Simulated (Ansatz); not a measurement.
Species: H3In, SMILES `[InH3]` (charge 0, multiplicity 1), formula H3In.

Task: How many basis functions does Ansatz (an electronic-structure program) with frozen-core CCSD(T)/def2-TZVPP // B3LYP-D3(BJ)/def2-TZVP use, how many core orbitals are frozen, and how many electrons are correlated?

Result: 92 basis functions and 4 frozen orbitals, which leaves 16 correlated electrons (filled d shells below the valence shell are correlated). Core time is of the order of seconds.
